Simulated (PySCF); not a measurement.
**Cost of excited-state runs on SMILES [O-][n+]1cccnc1, C4H4N2O**

Mapped SMILES: `[O-:1][n+:2]1[cH:3][cH:4][cH:5][n:6][cH:7]1`. Each H is labelled by its parent atom.

PySCF with density fitting, on 1 thread of an Arm Neoverse V1, shared host. Command: `OMP_NUM_THREADS=1 python excited_run.py task.json out`

(1) How long does each of these runs take, and how much memory?
- first hyperpolarisability, CAM-B3LYP/def2-TZVPD; usual settings
- excited states, wB97X-D/def2-TZVPD; Tamm-Dancoff; spin-orbit couplings; 6 states; 5 triplets; quadratic response for 4 states; IEF-PCM ethanol
- excited states, wB97X-D/def2-TZVPD; Tamm-Dancoff; spin-orbit couplings; 6 states; 5 triplets; quadratic response for 4 states
- excited states, CAM-B3LYP/def2-TZVPD; two-photon moments; 8 states; quadratic response for 6 states; 0 triplets

Answers

(1) 
```
                      run                 level  basis functions  wall time  peak memory (GiB)
first hyperpolarisability  CAM-B3LYP/def2-TZVPD              298       57 s                1.2
           excited states    wB97X-D/def2-TZVPD              298       63 s                1.1
           excited states    wB97X-D/def2-TZVPD              298       58 s                  1
           excited states  CAM-B3LYP/def2-TZVPD              298       78 s                1.1
```
Times from a shared host are rough.
